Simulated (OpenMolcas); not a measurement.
**Sb³⁺: RASPT2 settings compared**

```json
{
  "Program": "OpenMolcas",
  "Basis": "ANO-R2 [7s6p4d2f1g]",
  "Scalar Hamiltonian": "X2C, finite nucleus",
  "Active space": "2 electrons in 9 orbitals (RAS2 5s 5p; RAS3 5d, at most 2 electrons)",
  "State averaging": "2S+1 = 3 even, 3 roots; 2S+1 = 1 even, 7 roots; 2S+1 = 3 odd, 3 roots; 2S+1 = 1 odd, 3 roots",
  "Spin-orbit coupling": "RASSI with atomic mean-field integrals over the reference wave functions, term energies averaged over their components"
}
```

Methods on the same reference wave functions:
A. RASSCF
B. SS-RASPT2, IPEA 0.6 Eh, sigma1 regulariser 0.4 Eh (closed shells correlated: none)
C. MS-RASPT2, IPEA 0.6 Eh, sigma1 regulariser 0.4 Eh (closed shells correlated: none)
D. XMS-RASPT2, IPEA 0.2 Eh, sigma2 regulariser 0.2 Eh (closed shells correlated: 4d)
E. XMS-RASPT2, IPEA 0 Eh, sigma1 regulariser 0.2 Eh (closed shells correlated: none)

Energies in cm⁻¹ above 5s² ¹S₀, the measured ground level; measured values from Moore, Atomic Energy Levels, vol. III, NSRDS-NBS 35 (1971 reprint of NBS Circular 467, 1958).

```tsv
Level	A	B	C	D	E	Measured
5s² ¹S₀	0.0	0.0	0.0	0.0	0.0	0.0
5s 5p ³P°₀	58857	59580	59590	65630	59730	
5s 5p ³P°₁	60887	61600	61610	67590	61750	66700
5s 5p ³P°₂	65690	66410	66420	72470	66570	72560
5s 5p ¹P°₁	96684	96490	96490	95170	96560	95952
5p² ³P₀	147648	148290	148290	152790	148420	152076
```

Deviations, from unrounded energies. A percentage is the sum of absolute deviations over the sum of measured energies, with the sign that they share, or ± where signs differ.

```json
{"Against measurement": "mean absolute deviation (cm-1)", "Levels": "4", "A": "4500", "B": "3900", "C": "3900", "D": "620", "E": "3800"}
{"Against measurement": "other configurations (%)", "Levels": "4", "A": "±4.6", "B": "±4.0", "C": "±4.0", "D": "±0.6", "E": "±3.9"}
```

D lies closest to measurement on these levels and A furthest from it. The largest miss of D in the table is 5s 5p ³P°₁, by +890 cm-1. The ranking rests on the paired levels alone, and a cruder setting can come out closer through cancelling errors.

Among B to E the level of the table that moves most is 5s 5p ³P°₀, by 6100 cm-1 (lowest in B, highest in D). Moves below CASPT2's spread within the term are not significant.

The lowest spin-free term lies below A's lowest term by 0.004 hartree in B, 0.004 hartree in C, 0.440 hartree in D, 0.005 hartree in E.

Term energies are means over components that CASPT2 splits; among the terms shown or strongly mixed into the levels shown the widest spread is 45 cm-1 (5s 5p ¹P°, D). Active for correlation alone: 5d; no level in the range computed is led by a configuration that fills it, so any true level of that kind is missing. Some terms mix strongly with configurations of 5d, whose occupation reaches 0.25 (5p² ¹D) (holds for A; B; C; E). Computed and measured levels are paired by configuration, term and J; levels that our copy of the source lacks, or whose pairing is in doubt (as where it misses far off the trend of its configuration), stay unpaired and out of the deviations. Levels of configurations outside the active space are missing. Levels that lie high or do not pair safely by name in every column are left out.

° marks odd parity.
